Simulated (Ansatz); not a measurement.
```yaml
crystal:
  periodic: [false, false, false]
  atoms:
    - {symbol: Pb, position_ang: [-1.391756, 0.721994, 0.027582]}
    - {symbol: Pb, position_ang: [1.540871, 0.266579, -0.116905]}
    - {symbol: O, position_ang: [-1.391756, 0.771994, 0.327582]}
basis:
  gaussian: {orbitals: def2-mTZVP}
hamiltonian: {xc: {name: BLYP}, dispersion: d3bjatm}
output: {forces: true}
```

```sh
$ ansatz run in.yaml --threads 4 --pin off --events-out ev --progress --plain --max-ram 3916MiB
```

It prints (some lines left out):

```
Functional definition: BLYP
860 factors; their error is unknown
mean field evaluation 1: about -8700.1805 eV, gradient 1.3e2 eV
mean field evaluation 2: about -8577.3594 eV, gradient 1.9e2 eV
mean field evaluation 4: about -8701.0349 eV, gradient 6.8e1 eV
mean field evaluation 8: about -8722.5106 eV, gradient 2.2e1 eV
mean field evaluation 16: about -8724.4250 eV, gradient 4.0e-2 eV
mean field evaluation 32: about -8716.9367 eV, gradient 2.3e1 eV
mean field evaluation 64: about -8719.9586 eV, gradient 4.2e0 eV
mean field evaluation 96: about -8722.7982 eV, gradient 4.6e0 eV
a density is far from that of the atoms, so the factors are made again for it
1076 factors; integrals over basis functions are off by at most 1.3e-4 eV
mean field -8724.42478934 eV, -320.6166973808 hartree, gradient 1.8e-5 eV, S^2 0.000000; 0 other end points of the search recorded, 0 dependent functions left out
reference -8724.42503041 eV, -320.6167062398 hartree; 26, 26 occupied and 70, 70 virtual orbitals, 1076 factors
Total energy: -8724.62168320 eV, -320.6239330968 hartree
Atom 0 at    -1.391756     0.721994     0.027582 Å, force     5.741085 -4430.314719 -26576.821886 eV/Å
Atom 1 at     1.540871     0.266579    -0.116905 Å, force     0.633189    -0.207008    -0.683268 eV/Å
Atom 2 at    -1.391756     0.771994     0.327582 Å, force    -6.374274  4430.521727 26577.505154 eV/Å
Dipole moment:    -0.890898     0.214692     0.501945 e Å
```

In this input one atom was put on top of another. Self-consistency was reached. The result belongs to that input, not to the species as meant.

In the def2 sets Pb takes a core potential; there is no spin–orbit coupling. The restricted singlet is unstable towards broken spin symmetry at other levels; at RKS BLYP-D3(BJ)-ATM/def2-mTZVP this wasn't settled.
